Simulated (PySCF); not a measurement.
Os (osmium, neutral) across methods

[Xe] 4f14 5d5 6s2 6p1, high-spin 7P determinant (an excited configuration). Calculation: PySCF 2.14, in aug-cc-pwCVDZ-PP with ECP60MDF (6s6p5d3f, 70 functions); scalar relativity through the core potential.

| method | E (hartree) | mean ε 6s α (eV) | mean ε 6s β (eV) | mean ε 6p α (eV) | Σ⟨r²⟩ (bohr²) | ⟨S²⟩ |
| --- | --- | --- | --- | --- | --- | --- |
| LC-wPBE | -90.6537 | -12.131 | -9.207 | -5.424 | 65.25 | 12.007 |
| HSE06 | -90.6292 | -9.161 | -6.731 | -2.927 | 66.71 | 12.005 |
| PBE0 | -90.6305 | -9.584 | -7.056 | -3.304 | 66.50 | 12.006 |
| PBE | -90.6635 | -8.610 | -6.410 | -2.638 | 66.99 | 12.006 |

Problem. Estimate the same row for r2SCAN.

Solution. E (hartree) = -90.6823; mean ε 6s α (eV) = -9.063; mean ε 6s β (eV) = -6.421; mean ε 6p α (eV) = -2.859; Σ⟨r²⟩ (bohr²) = 66.48; ⟨S²⟩ = 12.016.

Energies and moments cover only the electrons outside the core potential. Spin-orbit coupling, absent here, splits the open shell strongly.
